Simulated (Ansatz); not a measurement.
One change: `[CH3][GaH][CH2]O` becomes `[CH3][GaH][CH2]S`.

Ansatz, PBE0-D4/def2-TZVP geometries, multiplicity 1. Each molecule was computed in one conformer, which needn't be the lowest.

Scalar relativity is left out up to krypton.

| property | `[CH3][GaH][CH2]O` |
| --- | --- |
| LUMO energy (B3LYP/def2-TZVPP) / eV | -1.46 |
| size of the dipole moment (PBE/def2-TZVPP) / D | 1.35 |
| HOMO–LUMO gap (B3LYP/def2-TZVPP) / eV | 5.17 |
| HOMO–LUMO gap (PBE/def2-TZVPP) / eV | 3.50 |
| size of the dipole moment (B3LYP/def2-TZVPP) / D | 1.43 |
| HOMO energy (ωB97M-V/def2-TZVPP) / eV | -9.11 |

(1) Give the same properties after the change, and the shifts. (Best estimate.)

Results:

(1) The calculation gave: 
```tsv
property	`[CH3][GaH][CH2]S`	shift
LUMO energy (B3LYP/def2-TZVPP) / eV	-0.67	0.79
size of the dipole moment (PBE/def2-TZVPP) / D	0.87	-0.48
HOMO–LUMO gap (B3LYP/def2-TZVPP) / eV	5.83	0.66
HOMO–LUMO gap (PBE/def2-TZVPP) / eV	4.41	0.91
size of the dipole moment (B3LYP/def2-TZVPP) / D	0.89	-0.54
HOMO energy (ωB97M-V/def2-TZVPP) / eV	-8.85	0.26
```

With PBE0 the HOMO rises by 0.13 eV and the LUMO rises by 0.74 eV, so the gap widens by about 0.61 eV. PBE moves the HOMO by -0.14 eV and ωB97M-V by 0.26 eV. Dipoles are sizes alone; their direction can turn.

B3LYP here is the variant with VWN-RPA as its local correlation; programs differ in this.
